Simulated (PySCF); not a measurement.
An unknown gives this computed stick spectrum. Theory: TDDFT CAM-B3LYP/def2-SVPD, vertical, gas phase, core orbitals frozen in the response in PySCF. Geometries: GFN2-xTB, one conformer each.

| state | λ (nm) | f |
| --- | --- | --- |
| S1 | 170.1 | 0.346 |
| S2 | 169.1 | 0.046 |
| S3 | 164.7 | 0.0073 |
| S4 | 163.5 | 0.0011 |
| S5 | 159.6 | 0.0010 |
| S6 | 156.4 | 0.0004 |
| S7 | 151.2 | 0.013 |
| S8 | 145.4 | 0.0008 |

Orbital energies (eV): HOMO-3 -12.83, HOMO-2 -10.91, HOMO-1 -10.81, HOMO -10.00, LUMO 0.11, LUMO+1 0.69, LUMO+2 1.11.

Question: Which candidate is it?
A. `C=C/C(=C\Cl)C(=O)Cl`
B. `FC(F)(F)c1ncccn1`
C. `F/C(=C\C(F)(F)F)CCl`

Answer: C. Its S1, at 7.29 eV, is the highest among the candidates; the nearest of the others has S1 at 4.59 eV. S1 is HOMO→LUMO (85%). Löwdin shares by element: HOMO carbon 72% or more, fluorine 11% or more (atoms not listed hold the other 17%); LUMO carbon 66% or more, fluorine 7% or more (atoms not listed hold the other 27%). At the same level the other candidates give, for their lowest levels:
- `C=C/C(=C\Cl)C(=O)Cl`: 277 nm (f 0.000); 270 nm (f 0.245); 217 nm (f 0.000); 204 nm (f 0.000); 200 nm (f 0.033); T1 2.73 eV; HOMO -8.71, LUMO -1.59 eV
- `FC(F)(F)c1ncccn1`: 270 nm (f 0.005); 265 nm (f 0.000); 209 nm (f 0.029); 200 nm (f 0.000); 199 nm (f 0.006); T1 4.04 eV; HOMO -9.53, LUMO -0.79 eV

The values belong to the conformer `[F:1]/[C:2](=[CH:3]\[C:4]([F:5])([F:6])[F:7])[CH2:8][Cl:9]`: C2–C3–C4–F5 60°, F1–C2–C8–Cl9 179°.
Triplets come from the Tamm–Dancoff approximation.
